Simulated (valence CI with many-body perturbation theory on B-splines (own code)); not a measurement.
Which ion has this spectrum?

A relativistic CI+MBPT calculation for an atom or ion with 13 electrons gives these levels (cm⁻¹):

```
  J  Parity       E     g
1/2     odd     0.0  0.67
3/2     odd     560  1.33
1/2    even   56821  2.67
3/2    even   57026  1.73
5/2    even   57355  1.60
3/2    even   74856  0.80
5/2    even   74886  1.20
1/2    even  100254  2.00
1/2    even  109094  0.67
3/2    even  109470  1.33
3/2    even  116897  0.80
5/2    even  116909  1.20
1/2    even  117887  2.00
1/2     odd  141383  0.67
```

The energies are calculated, with errors of about 60 cm⁻¹, more in some levels.

Problem. Which is it?
A. S3+
B. Si+
C. P2+
D. Al

Solution. C. P2+, ground level 3s2 3p 2P°_1/2.
